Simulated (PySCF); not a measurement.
Exercise with solution: chemical shift, span and skew from a shielding tensor

C₂H₅ClSi₂, SMILES C1[SiH2][SiH2]C=1Cl. Atoms are numbered in the order given.

```xyz
10

Cl    -0.1857    -2.3199     0.0000
C     -0.1573    -0.5770     0.0000
C     -1.2671     0.2070     0.0000
Si    -0.5458     1.9524     0.0000
Si     1.3522     0.5760     0.0000
H     -2.2910    -0.1896     0.0000
H     -0.8580     2.7659    -1.2148
H     -0.8580     2.7659     1.2148
H      2.2102     0.4596    -1.2169
H      2.2102     0.4596     1.2169
```

Geometry: r2SCAN-D4/def2-SVP. The structure was generated by enumeration, and PubChem lists no compound with its InChIKey, so it may never have been made.

GIAO shieldings from PBE/pcSseg-1 in PySCF, non-relativistic, no solvent. The symmetric part of the tensor of C3 has the principal values -77.4, 18.7, 122.7 ppm. The same nucleus in TMS has σ = 182.0 ppm at this level (PySCF, at its B3LYP-D3(BJ)/def2-TZVP geometry). Without spin–orbit terms, shifts of atoms bonded to Cl or Br come out too high.

Work out the isotropic shielding, the ¹³C shift against TMS, the span and the skew.


σ(iso) = (σ11 + σ22 + σ33)/3 = 21.3 ppm. δ = σ(ref) − σ(iso) = 182.0 − (21.3) = 160.7 ppm.
Span Ω = σ33 − σ11 = 200.1 ppm. Skew κ = 3(σ(iso) − σ22)/Ω = 0.04. Tumbling in solution averages the tensor to δ; in a static solid the shielding alone would spread this spin-1/2 line over Ω.
